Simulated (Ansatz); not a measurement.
These are frozen-core CCSD(T)/def2-TZVPP // PBE0-D4/def2-TZVP run with Ansatz (an electronic-structure program) values and carry that method's errors.

Ansatz 0.2 input:
```yaml
crystal:
  periodic: [false, false, false]
  atoms:
    - { symbol: O, position_ang: [1.27373, -0.235842, -0.298379] }
    - { symbol: Si, position_ang: [-0.335778, -0.206864, -0.023903] }
    - { symbol: Br, position_ang: [-1.114822, 1.875226, -0.001856] }
    - { symbol: H, position_ang: [1.849784, 0.231897, 0.308552] }
    - { symbol: H, position_ang: [-0.691541, -0.782984, 1.293164] }
    - { symbol: H, position_ang: [-0.960284, -0.929593, -1.146933] }
basis:
  gaussian: { orbitals: def2-TZVPP }
correlation:
  method: ccsd_t
```

Output:

```
Functional definition: HF
1001 factors; integrals over basis functions are off by at most 1.2e-3 eV
mean field evaluation 1: about -79947.3173 eV, gradient 3.5e1 eV
mean field evaluation 2: about -79947.4966 eV, gradient 3.6e1 eV
mean field evaluation 4: about -79949.9209 eV, gradient 2.5e0 eV
mean field evaluation 8: about -79949.9556 eV, gradient 2.0e-1 eV
mean field evaluation 16: about -79947.3162 eV, gradient 3.5e1 eV
mean field -79949.95576607 eV, -2938.1066823765 hartree, gradient 5.2e-6 eV, S^2 0.000000; 0 other end points of the search recorded, 0 dependent functions left out
15 core orbitals not correlated
reference -79949.95576607 eV, -2938.1066823765 hartree; 15, 15 occupied and 133, 133 virtual orbitals, 1001 factors
second order -17.40874750 eV of doubles, -0.00000000 eV of singles
cycle   1  -17.53974603 eV  change   -1.3e-1 eV  update   8.1e-2
cycle   2  -17.94176551 eV  change   -4.0e-1 eV  update   2.3e-2
cycle   3  -18.01090280 eV  change   -6.9e-2 eV  update   1.1e-2
cycle   4  -17.99911425 eV  change    1.2e-2 eV  update   2.4e-3
cycle   5  -17.99916142 eV  change   -4.7e-5 eV  update   1.1e-3
cycle   6  -17.99951150 eV  change   -3.5e-4 eV  update   2.9e-4
cycle   7  -17.99930736 eV  change    2.0e-4 eV  update   1.1e-4
cycle   8  -17.99930626 eV  change    1.1e-6 eV  update   3.1e-5
perturbative correction -0.60558932 eV, -0.0222549972 hartree
Total energy: -79968.56066165 eV, -2938.7903996785 hartree
```

Cost: around 120 core-seconds (rough).
